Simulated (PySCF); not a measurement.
Species: C₅H₆Cl₂F₂O.
Numbering: `[F:1][CH2:2][C@@H:3]1[O:4][C@@H:5]([F:6])[C@H:7]1[CH:8]([Cl:9])[Cl:10]`

Definitions: NICS(0) = −σiso at the ring centroid; NICS(1) = −σiso and NICS(1)zz = −σzz at ±1 Å along the ring normal z. Level: GIAO PBE0/pcSseg-1 (PySCF, non-relativistic, gas phase) on the GFN2-xTB geometry, one conformer.

Ring bond lengths (Å), with Mayer bond orders in brackets: C3–O4 1.437 (0.90), O4–C5 1.394 (1.01), C5–C7 1.541 (0.96), C7–C3 1.543 (0.94).

Task: Give the NICS values of each ring in ppm.

Result: 
```
       ring                                             type  NICS(0)  NICS(1), two faces  NICS(1)zz, two faces  rms pucker (Å)  centre to ring atoms, mean (Å)
C3–O4–C5–C7  4-membered ring with O; formal bonds all single     -2.4          1.0 / -1.5             6.5 / 0.0            0.03                            1.04
```

Task: What can be read from them?

Result: 
- C3–O4–C5–C7: mean NICS(1)zz 3.3 ppm, deshielded. C3, C5, C7 have four or more neighbours, so the value isn't read as a sign of a π ring current. The two faces differ by 6.5 ppm, so no symmetry operation interchanges them.

Task: What is the mean of the two in-plane components of NICS at the second NICS(1) probe listed for ring C3–O4–C5–C7, 1 Å off the ring?

Result: The isotropic value is a third of the trace: (3 × -1.5 − (0.0))/2 = -2.2 ppm.

Task: Give the inner angles of the rings and the Hirshfeld charges of the ring atoms.

Result: 
- C3–O4–C5–C7: C3 90.6° (+0.037 e), O4 93.1° (-0.158 e), C5 92.3° (+0.130 e), C7 83.6° (-0.066 e); sum 359.7° against 360° for a flat convex ring.

The values belong to the conformer `[F:1][CH2:2][C@@H:3]1[O:4][C@@H:5]([F:6])[C@H:7]1[CH:8]([Cl:9])[Cl:10]`: F1–C2–C3–O4 66°, C5–C7–C8–Cl9 158°.
